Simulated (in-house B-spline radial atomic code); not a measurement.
**Ionising the silicon ion Si³⁺ with different functionals**

Computed with a B-spline radial code for spherical atoms: non-relativistic Hamiltonian, point nucleus, spin-polarised at highest spin, spherical fractional occupations for the functionals, the average over the highest-spin determinants for Hartree-Fock. The ionisation energy is the difference of two self-consistent energies, [Ne] 3s1 → [He] 2s2 2p6, without Breit or QED terms; ε is the level of the shell that loses the electron (its least bound occupied spin orbital).

```
           method                    rung  ΔSCF (eV)  -ε(3s) (eV)
     Hartree-Fock            Hartree-Fock      44.64        44.67
    HF fractional            Hartree-Fock      44.64        44.67
         LDA VWN5                     LDA      45.54        40.43
         LDA PW92                     LDA      45.54        40.42
LDA exchange-only                     LDA      44.69        39.59
              PBE                     GGA      45.58        40.32
           PBEsol                     GGA      45.32        40.27
             BLYP                     GGA      45.83        40.35
             RPBE                     GGA      45.50        40.23
             PW91                     GGA      45.64        40.41
             BP86                     GGA      45.35        40.44
             AM05                     GGA      45.24        40.25
             OLYP                     GGA      45.51        40.16
             TPSS                meta-GGA      45.21        40.28
             SCAN                meta-GGA      45.08        40.61
           r2SCAN                meta-GGA      45.01        40.57
          revTPSS                meta-GGA      45.09        40.29
             PBE0           global hybrid      45.41        41.53
            B3LYP           global hybrid      45.81        41.46
            TPSSh           global hybrid      45.17        40.75
           M06-2X           global hybrid      45.37        43.16
        BHandHLYP           global hybrid      45.58        42.74
          r2SCAN0           global hybrid      45.04        41.71
            B97-1           global hybrid      45.08        41.09
            HSE06  range-separated hybrid      45.43        41.15
            wB97X  range-separated hybrid      44.39        43.78
        CAM-B3LYP  range-separated hybrid      45.82        43.13
          LC-wPBE  range-separated hybrid      45.44        44.55
```

Problem. Among the functionals, which spreads more, the ΔSCF values or the orbital energies?

Solution. The orbital energies: ΔSCF values span about 1.44 eV and the orbital energies 4.95 eV.

Problem. How do they compare with the NIST value?

Solution. NIST lists 45.142 eV (measured, ground level to ground level). Errors run from -0.75 to +0.69 eV; TPSSh is closest (+0.03 eV), but part of that can be cancellation, since the calculations leave out relativity, Breit-QED terms. Hartree-Fock also lacks correlation.
